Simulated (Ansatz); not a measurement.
Cost and result for the atomization energy of AlBF$_{2}$H$_{2}$ (`F[B](F)[AlH2]`) (6 atoms, 5 bonds).

```
atom   x (Å)   y (Å)   z (Å)
  F1  -0.825  -0.110  -1.966
  B2   0.168  -0.015  -1.093
  F3   1.378   0.061  -1.630
 Al4  -0.159   0.014   1.038
  H5  -0.180  -1.343   1.860
  H6  -0.381   1.393   1.791
```

Charge 0, multiplicity 1. All single points use the PBE0-D4/def2-TZVP geometry. Program: Ansatz. All runs use 2 threads of an Arm Neoverse V1 on a shared host. Times are those of one run each, without the atoms' runs, and a repeat can differ threefold. Electronic energies, without spin–orbit coupling; frozen cores. CCSD(T)/CBS adds CCSD(T) − MP2 in def2-TZVPP to the MP2 limit, and its time is that of the two runs behind it. T1 = 0.014. B3LYP takes the VWN-RPA correlation (the form of Gaussian; ORCA's B3LYP/G).

CCSD(T)/CBS is a level of theory with its own doubt, some kJ/mol a heavy atom from the limit and from the frozen cores, so smaller differences don't rank the functionals.

```csv
level,functions,wall time
LDA (SPW92)/def2-TZVPP,163,0.9 s
revPBE-D4/def2-TZVPP,163,1.4 s
CCSD(T)/def2-SVP,70,1.5 s
BHLYP-D4/def2-TZVPP,163,2.1 s
CAM-B3LYP-D4/def2-TZVPP,163,2.4 s
B3LYP-D4/def2-TZVPP (with forces),163,2.7 s
PBE-QIDH/def2-TZVPP,163,3.8 s
r2SCANh-D4/def2-TZVPP,163,4.1 s
B97M-V/def2-TZVPP,163,6 s
ωB97X-V/def2-TZVPP,163,6.5 s
MP2/def2-QZVPP,301,9.5 s
CCSD(T)/def2-TZVPP,163,29 s
CCSD(T)/CBS(def2),–,39 s
```

(1) What atomization energy does each give, and how far from CCSD(T)/CBS? (Best estimate.)

Answers

(1) Computed: 
```tsv
level	atomization (kcal/mol)	difference from CCSD(T)/CBS	per bond
LDA (SPW92)/def2-TZVPP	573.7	71.4	14.3
revPBE-D4/def2-TZVPP	495.2	-7.1	-1.4
CCSD(T)/def2-SVP	479.5	-22.8	-4.6
BHLYP-D4/def2-TZVPP	485.9	-16.4	-3.3
CAM-B3LYP-D4/def2-TZVPP	507.1	4.8	1.0
B3LYP-D4/def2-TZVPP (with forces)	501.0	-1.3	-0.3
PBE-QIDH/def2-TZVPP	498.1	-4.2	-0.8
r2SCANh-D4/def2-TZVPP	501.4	-0.9	-0.2
B97M-V/def2-TZVPP	509.0	6.7	1.3
ωB97X-V/def2-TZVPP	504.6	2.3	0.5
MP2/def2-QZVPP	513.9	11.6	2.3
CCSD(T)/def2-TZVPP	490.2	-12.1	-2.4
CCSD(T)/CBS(def2)	502.3	0.0	0.0
```

At CCSD(T), def2-SVP lies −22.8 kcal/mol from the extrapolated value and def2-TZVPP −12.2 kcal/mol: correlation converges slowly with the basis, and small sets miss more of it in the bonded molecule than in its fragments. The D4 term adds +3.1 kcal/mol with B3LYP and +1.6 kcal/mol with PBE0; it sums over pairs of atoms, weighted by their polarisabilities, and B3LYP, whose exchange is more repulsive, gets the larger term. From PBE to PBE0 (25 % exact exchange), in def2-TZVPP and without D4, the atomization energy moves by −10.9 kcal/mol: exact exchange takes away binding that semilocal exchange gives to molecules.
